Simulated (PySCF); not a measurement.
Gas-phase XPS of `CCC[SiH](N)N`, computed

C₃H₁₂N₂Si.
Numbering: `[CH3:1][CH2:2][CH2:3][SiH:4]([NH2:5])[NH2:6]`

Computed with PySCF 2.14.0, delta-SCF UKS SCAN, pcX-2 on the ionised atom, pcseg-1 elsewhere, spin-free X2C. Binding energies are ΔSCF values: E(core-ionised, relaxed orbitals) − E(ground state) at a fixed geometry, referred to the vacuum level.

Problem. List the computed XPS lines with their assignment.

Solution. 
```
atom(s)      bonded to     level  binding energy (eV)  2p1/2 (eV)  above the level's lowest (eV)  count
    Si4   2 N, C and H  Si 2p3/2               106.38      107.01                           0.00      1
     C3  C, 2 H and Si      C 1s               289.63           –                           0.00      1
     C1      C and 3 H      C 1s               290.39           –                          +0.76      1
     C2    2 C and 2 H      C 1s               290.48           –                          +0.85      1
  N5/N6     2 H and Si      N 1s               404.26           –                           0.00      2
    Si4   2 N, C and H     Si 1s              1846.39           –                           0.00      1
```

Lowest listed C 1s: C3, bonded to C, 2 H and Si. Highest, 0.85 eV above it: C2, bonded to 2 C and 2 H. The widest gap between neighbouring values is 0.76 eV, between 289.63 and 290.39 eV. Summing the Pauling electronegativity differences to the bonded atoms, each weighted by its formal bond order, gives -1.35 for the lowest site and -0.70 for the highest; no listed site has a larger sum than the highest.

Problem. What is the longest wavelength that can ionise C 1s of C3 vertically?

Solution. λ = hc/E = 12398.42 eV Å / 289.63 eV = 42.808 Å.

Topologically equivalent atoms share the value of their first member; where this conformer doesn't relate them by symmetry, their own values could differ. Spin–orbit coupling isn't in the SCF: each 2p doublet comes from a relaxed spin-free hole plus a matrix of the shell (mean-field spin–orbit coupling and the ground-state 2p splitting), with 2p3/2 averaged over its two sublevels. 2p1/2 minus 2p3/2 (ligand field included): Si 0.62 eV. The structure is a single PBE0-D3(BJ)/def2-SVP conformer in the gas phase; no vibrational or solvent corrections.

The run took 84 s on one thread, Arm Neoverse V1, on a shared host.

Shape of the structure used: `[CH3:1][CH2:2][CH2:3][SiH:4]([NH2:5])[NH2:6]`: C1–C2–C3–Si4 -176°, C2–C3–Si4–N5 -62°, H–N5–Si4–C3 35°, H–N5–Si4–C3 178°, H–N6–Si4–C3 60°, H–N6–Si4–C3 -88°.
